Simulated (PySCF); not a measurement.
## XPS shifts beside NMR shieldings

C4H5SSi (charge -1).
Z-matrix (Å and degrees, GFN2-xTB geometry), rows numbered from 1:
```
Si
C   1  1.8290
C   2  1.3803  1  128.70
C   3  1.4006  2  115.03  1  -166.45
C   4  1.3627  3  113.33  2     1.63
S   5  1.7441  4  110.70  3    -0.15
H   1  1.4739  2  105.63  3   -43.28
H   1  1.4673  2  107.74  3  -155.52
H   3  1.0805  2  121.27  1    15.00
H   4  1.0833  3  123.90  2  -178.10
H   5  1.0741  4  129.86  3   179.56
```

Binding energies: delta-SCF UKS SCAN, pcX-2 on the ionised atom, pcseg-1 elsewhere, spin-free X2C in PySCF 2.14.0. Shieldings: GIAO PBE0/pcSseg-1, non-relativistic, same geometry.

| atom | C 1s (eV) |
| --- | --- |
| C2 | 285.36 |
| C3 | 284.94 |
| C4 | 285.78 |
| C5 | 285.38 |

Problem. What are the absolute isotropic shieldings of these atoms?

Solution. 
```tsv
atom	environment	C 1s (eV)	isotropic shielding (ppm)
C3	aromatic CH carbon	284.94	64.7
C2	substituted aromatic carbon	285.36	2.9
C5	aromatic CH next to a ring sulfur	285.38	69.9
C4	aromatic CH carbon	285.78	59.4
```

Problem. Among the listed atoms, is the one with the highest binding energy also the least shielded?

Solution. No. The highest binding energy is at C4 (285.78 eV, shielding 59.4 ppm), the lowest shielding at C2 (2.9 ppm, 285.36 eV).

By binding energy: C3 < C2 ≈ C5 < C4. By shielding: C2 < C4 < C3 < C5.

The unrestricted hole states depart most from a pure doublet (⟨S²⟩ = 0.75; over 0.85 named) for C 1s of C5 (0.99), which makes this value less certain. The species carries charge -1, so core ionisation leaves a neutral species. The basis sets have no added diffuse functions. One conformer (not necessarily the lowest) at the GFN2-xTB geometry, without solvent, vibrations or thermal averaging.
